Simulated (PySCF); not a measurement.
Compound: C7H11PSi.
Numbering: `[CH3:1][Si@H:2]([PH2:3])[c:4]1[cH:5][cH:6][cH:7][cH:8][cH:9]1` (hydrogens: H10, H11, H12 on C1; H13 on Si2; H14, H15 on P3; H16 on C5; H17 on C6; H18 on C7; H19 on C8; H20 on C9)

Method: PBE0-D3(BJ)/def2-SVP geometry optimisation, gas phase in PySCF 2.14.0.

Question: What internal coordinates does the optimisation give?

Answer: 
```tsv
bond	length (pm)	order
C1–Si2	187.8	single
Si2–P3	227.2	single
Si2–C4	187.9	single
C4–C5, C4–C9	140.3	aromatic
C5–C6, C8–C9	139.4	aromatic
C6–C7, C7–C8	139.4	aromatic
C1–H10, C1–H11, C1–H12	110.1	single
Si2–H13	149.7	single
P3–H14, P3–H15	142.9	single
C5–H16, C9–H20	109.4	single
C6–H17, C8–H19	109.3	single
C7–H18	109.3	single
```

Bonds in one row agree within 1 pm and their mean is given. Orders are formal, as drawn. A selection of angles:
```tsv
angle	degrees
Si2–C1–H10	110.1
Si2–C1–H11	111.0
H10–C1–H11	108.5
H10–C1–H12	107.6
C1–Si2–P3	107.9
C1–Si2–C4	111.6
C1–Si2–H13	110.8
P3–Si2–C4	112.3
P3–Si2–H13	105.7
C4–Si2–H13	108.4
Si2–P3–H14	93.3
H14–P3–H15	93.4
Si2–C4–C5	121.2
C5–C4–C9	118.2
C4–C5–C6	121.0
C4–C5–H16	120.1
C6–C5–H16	119.0
C5–C6–C7	120.0
C5–C6–H17	119.9
C7–C6–H17	120.1
C6–C7–C8	119.8
C6–C7–H18	120.1
```

Dihedral angles: C1–Si2–C4–C5 29° (synperiplanar).

P3 (three-coordinate phosphorus) is pyramidal (angles 93.5°, 93.4° and 93.3°, sum 280.2°, 0.87 Å off the plane of its three neighbours). The 6-membered ring C4–C5–C6–C7–C8–C9 has internal angles of 118.2° to 121.0°; it is planar, 0.00 Å rms from its mean plane, widest ring torsion 0°. Si2 (SiH silicon) is distorted tetrahedral (angles from 105.7° to 112.3°). Of the pairs four or more bonds apart, C1···H16 is among the closest relative to their van der Waals radii: 2.96 Å, 102 % of the sum of Bondi's values.

Point group: C1 (no symmetry element, even within 0.4 Å). No PBE0-D3(BJ)/def2-SVP frequencies stand behind this structure, so it isn't proved a minimum. The numbers are those of one conformer (C1–Si2–P3–H -79° and -173°, C1–Si2–C4–C5 29°).
